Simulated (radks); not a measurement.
The numbers below are computed, except where a source is named.
Question: Coherent X-ray form factor from a spherical all-electron density. Level of theory: scalar-relativistic Kohn-Sham, exchange-only LDA, spin-unpolarised, spherical densities, finite nucleus; Fermi nuclear charge, rms radius of each element as measured or else 0.836 A^(1/3) + 0.57 fm (a radial shooting solver on a logarithmic mesh with Libxc functionals).

sin(theta)/lambda (1/angstrom),f0 (electrons)
0.05,54.141
0.1,51.835
0.15,48.697
0.2,45.319
0.25,42.089
0.3,39.182
0.4,34.372
0.5,30.511
0.6,27.221
0.8,22.021
1,18.543
1.25,15.700
1.5,13.443
2,9.514

The species is in the configuration that NIST lists as its ground one. Which atom or ion scatters so?

Answer: The lanthanum ion La2+, [Xe] 5d1. Extrapolating in s^2 from the first two rows gives f0(0) = 54.9, near the electron count 55; among species with that count, the fall with angle is slower the higher Z, and the table is that of Z = 57; from so few rows the species is fixed only to a neighbour or two.
